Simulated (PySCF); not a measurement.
Name the molecule from its bond curve

A diatomic of charge -1 contains I. Its doublet curve at PBE in a double-zeta basis (scalar-relativistic core potentials, PySCF), in eV from the separated fragments:

```
R (Å)  E (eV)
2.547  -0.622
2.666  -0.784
2.784  -0.871
2.873  -0.901
2.962  -0.909
3.051  -0.903
3.169  -0.877
3.317  -0.828
3.495  -0.756
3.732  -0.656
```

The fit gives ωe = 165 cm⁻¹ and the rotational constant Bₑ = 0.09861 cm⁻¹.

**Question.** Which atom is the partner?

**Answer.** The minimum lies at 2.964 Å, so the reduced mass is 16.8576 u Å² cm⁻¹/(Bₑ·Re²) = 19.46 u. With I at 126.90 u the partner weighs about 23.0 u: Na. The molecule is NaI⁻.

Spin–orbit coupling is left out. The highest Kohn–Sham level is positive in this anion. Much of that is self-interaction error, but it also means that the finite basis helps to hold the extra electron. The state was picked by a PBE0 search and need not be the measured ground state.
